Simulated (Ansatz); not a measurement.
`F[SiH2]O[SiH](Cl)Cl` + `S[SiH2]Cl` → `Cl[SiH2]S[SiH](Cl)Cl` + `O[SiH2]F`  (ligand exchange at the Si–O bond)

Isolated molecules relaxed with PBE0-D4/def2-TZVP in Ansatz; ΔE leaves out vibrations. CCSD(T)/CBS adds triple-zeta CCSD(T) − MP2 to the extrapolated MP2 energy (def2 sets, frozen cores). One conformer a species, not always the lowest.

| species | HF/def2-QZVPP energy (Eh) |
| --- | --- |
| `F[SiH2]O[SiH](Cl)Cl` | -1673.39105 |
| `S[SiH2]Cl` | -1147.86261 |
| `Cl[SiH2]S[SiH](Cl)Cl` | -2356.00413 |
| `O[SiH2]F` | -465.21314 |

Task: Work out ΔE.

Result: ΔE = (-2356.00413) + (-465.21314) − (-1673.39105) − (-1147.86261) = 0.03639 Eh = +22.8 kcal/mol. CCSD(T)/CBS gives +14.2 kcal/mol.

Largest T1 diagnostic among the species: 0.011.

From PBE to PBE0 (25 % exact exchange), in def2-TZVPP and without D4, ΔE moves by +1.4 kcal/mol. The D4 term adds −2.7 kcal/mol with B3LYP and −1.5 kcal/mol with PBE0; it sums over pairs of atoms, weighted by their polarisabilities, and B3LYP, whose exchange is more repulsive, gets the larger term.

B3LYP here is the variant with VWN-RPA as its local correlation; programs differ in this.
